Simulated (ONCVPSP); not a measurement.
# What one change does to a pseudopotential (aluminium (Al), ONCV)

* Element: Al
* Generator: ONCVPSP 4.0.1
* Type: optimised norm-conserving Vanderbilt (ONCV)
* Functional: PBEsol
* Relativity: scalar-relativistic
* Frozen core: [Ne]
* Valence charge: 3
* Reference configuration: 3s2 3p1
* Partial waves: 3s: rc 1.70 bohr, ncon 3, nbas 6, qcut 3.9 1/bohr, 1 projector; 3p: rc 1.75 bohr, ncon 4, nbas 9, qcut 5.2 1/bohr, 2 projectors, debl 2.4 Ha
* Local potential: polynomial inside 1.25 bohr (lpopt 5, dvloc0 1 Ha)
* Core correction: Teter function, fcfact 4, rcfact 1.55

Change: p: qcut 7.1.

Cutoffs: the cutoffs (Ha) at which the residual kinetic energy of the hardest occupied pseudo-wave falls to 1 and 0.1 mHa per electron; they do not see the model core or the augmentation charge, which bear on the density cutoff. Errors are all-electron minus pseudo energies relative to the spin-unpolarised reference configuration.

Task: Predict the effect on cutoff, ghosts and configuration errors.

Result: The potential gets harder (5.7 Ha and 13 Ha → 14 Ha and 19 Ha); a bound ghost appears in p, which as a rule spoils a file; the errors of the 4 common tests hardly move. The waves are optimised to have the least kinetic energy above qcut, so the cutoff follows it (qcut²/2 in Ha).

```csv
quantity,base,changed
"cutoff, loose",5.7 Ha,14 Ha
"cutoff, tight",13 Ha,19 Ha
loose cutoff by channel,"s 5.7 Ha, p 2.2 Ha","s 5.7 Ha, p 14 Ha"
bound ghosts,none,p
GHOST(+) flags under 300 eV,s at 34.8 eV,s at 34.8 eV
"error for 3s2 3p0, meV [ΔE 5.74 eV]",+3.9,+3.7
"error for 3s1 3p0, meV [ΔE 24.91 eV]",-39,-41
"error for 3s2 3p0.5, meV [ΔE 2.07 eV]",+0.8,+0.7
"error for 3s1 3p2, meV [ΔE 5.12 eV]",-6.6,-6.9
s: phases at 1.73 bohr within 0.05 rad from the reference energy up to (Ha; the scan ends near 5),0.6,0.6
p: phases at 1.77 bohr within 0.05 rad from the reference energy up to (Ha; the scan ends near 5),3.9,4.6
"rms error of d²Exc/dni dnj with the model core, mHa",2.07,2.08
```

Base: The cutoffs count occupied waves only; projector 2 of the p channel, the hardest unoccupied one, needs 105 Ha at the loose tolerance. A true bound ghost makes a file unfit for plane-wave use even where its test errors are small: the radial tests pick states by their node count and pass the ghost by.
